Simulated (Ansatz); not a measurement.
## Molecular dynamics of C₃H₁₁AlSi

input.yaml

```yaml
crystal:
  periodic: [false, false, false]
  atoms:
    - { symbol: Al, position_ang: [-0.356404, 2.178894, 2.424105] }
    - { symbol: C, position_ang: [-1.034193, 0.992724, 1.022289] }
    - { symbol: C, position_ang: [0.289601, 0.41324, 0.370182] }
    - { symbol: C, position_ang: [0.422427, -1.009712, -0.427751] }
    - { symbol: Si, position_ang: [0.297623, -1.16285, -2.273267] }
    - { symbol: H, position_ang: [-1.435252, 3.289674, 2.710644] }
    - { symbol: H, position_ang: [0.99327, 2.168961, 3.067021] }
    - { symbol: H, position_ang: [-1.778751, 0.214889, 1.510084] }
    - { symbol: H, position_ang: [-1.614406, 1.52953, 0.235273] }
    - { symbol: H, position_ang: [0.622102, 1.167085, -0.373846] }
    - { symbol: H, position_ang: [1.088998, 0.253355, 1.216857] }
    - { symbol: H, position_ang: [-0.26581, -1.792506, 0.04072] }
    - { symbol: H, position_ang: [1.309506, -1.516857, -0.029213] }
    - { symbol: H, position_ang: [0.991138, -0.071956, -2.947861] }
    - { symbol: H, position_ang: [1.168743, -2.301581, -2.564848] }
    - { symbol: H, position_ang: [-1.089414, -1.377824, -2.590914] }
basis:
  gaussian: { orbitals: STO-3G }
hamiltonian:
  xc: pbe
  dispersion: d4
md:
  timestep: 0.5
  n_steps: 358
  ensemble: nvt_langevin
  temperature: 300.0
  initial_velocities: maxwell_boltzmann
  seed: 809204
  friction: 0.01
```

Launched with:

```bash
$ ansatz run input.yaml --threads 1 --pin off --max-ram 2048MiB --backend cpu --events-out ev --progress --plain --runs-dir out
```

It goes on from the last frame of an earlier run, with new velocities.

Output, in part (step lines, the closing report, with atoms numbered from 0):

```
md step     0: t =     0.00 fs  T =   281.2 K  F+E_penalty+E_count = -17541.64406876 eV  E_kin = 0.581670 eV  (22 SCF iters)
[... lines left out ...]
Total energy: -17542.26933554 eV, -644.6665075037 hartree
Atom 0 at    -0.587777     2.635579     2.088270 Å, force    -0.349295     0.399338     0.239280 eV/Å
Atom 1 at    -0.323039     0.779002     1.642733 Å, force    -0.438161     1.220219    -0.592204 eV/Å
Atom 2 at    -0.026938     0.679883     0.103365 Å, force    -0.632414    -0.220702     0.805321 eV/Å
Atom 3 at    -0.394792    -0.741062    -0.412857 Å, force     2.047815    -0.844091    -1.482670 eV/Å
Atom 4 at     0.278342    -0.953561    -2.236730 Å, force     0.522356    -0.244981     1.590852 eV/Å
Atom 5 at    -2.028715     3.035788     2.587838 Å, force     1.144162    -0.203836    -0.329848 eV/Å
Atom 6 at     0.494761     3.655775     1.741517 Å, force    -0.258320    -0.067942     0.176627 eV/Å
Atom 7 at     0.460345     0.144652     2.069376 Å, force    -0.122217    -0.022130     0.844562 eV/Å
Atom 8 at    -1.323139     0.394369     1.840270 Å, force    -0.328011    -1.073799     0.158829 eV/Å
Atom 9 at    -0.553950     1.445142    -0.524434 Å, force     0.374947    -0.114354     0.257750 eV/Å
Atom 10 at     1.071800     0.830433     0.084868 Å, force    -0.064352     0.115119    -0.920187 eV/Å
Atom 11 at    -1.434710    -1.000261    -0.417261 Å, force    -1.680907     0.536891     0.052467 eV/Å
Atom 12 at     0.014003    -1.507123     0.277044 Å, force     0.523218     0.167970    -0.182377 eV/Å
Atom 13 at     1.015015     0.252002    -2.502623 Å, force     0.353261     0.287012    -0.198765 eV/Å
Atom 14 at     1.210793    -2.095729    -2.392913 Å, force    -0.559151     0.372643     0.007114 eV/Å
Atom 15 at    -0.782795    -0.971979    -3.193937 Å, force    -0.532929    -0.307357    -0.426752 eV/Å
Dipole moment:    -0.011303    -0.017495     0.112844 e Å
```

The steps, from the saved trajectory:

```json
{"time (fs)": "0", "T (K)": "281", "potential energy less start (eV)": "0.000"}
{"time (fs)": "5.5", "T (K)": "429", "potential energy less start (eV)": "-0.311"}
{"time (fs)": "11", "T (K)": "319", "potential energy less start (eV)": "-0.117"}
{"time (fs)": "16.5", "T (K)": "346", "potential energy less start (eV)": "-0.186"}
{"time (fs)": "22", "T (K)": "296", "potential energy less start (eV)": "-0.131"}
{"time (fs)": "27.5", "T (K)": "322", "potential energy less start (eV)": "-0.197"}
{"time (fs)": "33", "T (K)": "295", "potential energy less start (eV)": "-0.065"}
{"time (fs)": "38.5", "T (K)": "425", "potential energy less start (eV)": "-0.320"}
{"time (fs)": "44", "T (K)": "424", "potential energy less start (eV)": "-0.319"}
{"time (fs)": "49.5", "T (K)": "530", "potential energy less start (eV)": "-0.511"}
{"time (fs)": "55", "T (K)": "407", "potential energy less start (eV)": "-0.220"}
{"time (fs)": "60.5", "T (K)": "463", "potential energy less start (eV)": "-0.341"}
{"time (fs)": "66", "T (K)": "494", "potential energy less start (eV)": "-0.524"}
{"time (fs)": "71.5", "T (K)": "453", "potential energy less start (eV)": "-0.334"}
{"time (fs)": "77", "T (K)": "429", "potential energy less start (eV)": "-0.352"}
{"time (fs)": "82.5", "T (K)": "330", "potential energy less start (eV)": "-0.174"}
{"time (fs)": "88", "T (K)": "523", "potential energy less start (eV)": "-0.454"}
{"time (fs)": "93.5", "T (K)": "369", "potential energy less start (eV)": "-0.240"}
{"time (fs)": "99", "T (K)": "503", "potential energy less start (eV)": "-0.626"}
{"time (fs)": "104.5", "T (K)": "414", "potential energy less start (eV)": "-0.413"}
{"time (fs)": "110", "T (K)": "424", "potential energy less start (eV)": "-0.642"}
{"time (fs)": "115.5", "T (K)": "289", "potential energy less start (eV)": "-0.394"}
{"time (fs)": "121", "T (K)": "321", "potential energy less start (eV)": "-0.488"}
{"time (fs)": "126.5", "T (K)": "344", "potential energy less start (eV)": "-0.556"}
{"time (fs)": "132", "T (K)": "307", "potential energy less start (eV)": "-0.488"}
{"time (fs)": "137.5", "T (K)": "381", "potential energy less start (eV)": "-0.572"}
{"time (fs)": "143", "T (K)": "375", "potential energy less start (eV)": "-0.555"}
{"time (fs)": "148.5", "T (K)": "415", "potential energy less start (eV)": "-0.739"}
{"time (fs)": "154", "T (K)": "312", "potential energy less start (eV)": "-0.591"}
{"time (fs)": "159.5", "T (K)": "401", "potential energy less start (eV)": "-0.753"}
{"time (fs)": "165", "T (K)": "296", "potential energy less start (eV)": "-0.645"}
{"time (fs)": "170.5", "T (K)": "308", "potential energy less start (eV)": "-0.720"}
{"time (fs)": "176", "T (K)": "358", "potential energy less start (eV)": "-0.701"}
```

The run went to its last step. The mean temperature of the second half is 22 % above the set value. A run of 0.18 ps of so small a system gives no equilibrium averages. Limits of this set-up: minimal basis.

The same pairs are bonded in the first frame and the last. Pairs count as bonded within 1.25 times the sum of covalent radii (0.12 Å more for H–H).

Last frame:

```xyz
16
Properties=species:S:1:pos:R:3
Al -0.588 2.636 2.088
C -0.323 0.779 1.643
C -0.027 0.680 0.103
C -0.395 -0.741 -0.413
Si 0.278 -0.954 -2.237
H -2.029 3.036 2.588
H 0.495 3.656 1.742
H 0.460 0.145 2.069
H -1.323 0.394 1.840
H -0.554 1.445 -0.524
H 1.072 0.830 0.085
H -1.435 -1.000 -0.417
H 0.014 -1.507 0.277
H 1.015 0.252 -2.503
H 1.211 -2.096 -2.393
H -0.783 -0.972 -3.194
```

Run time: 20 min on 1 thread of Arm Neoverse V1 (shared host), peak memory 0.1 GiB.
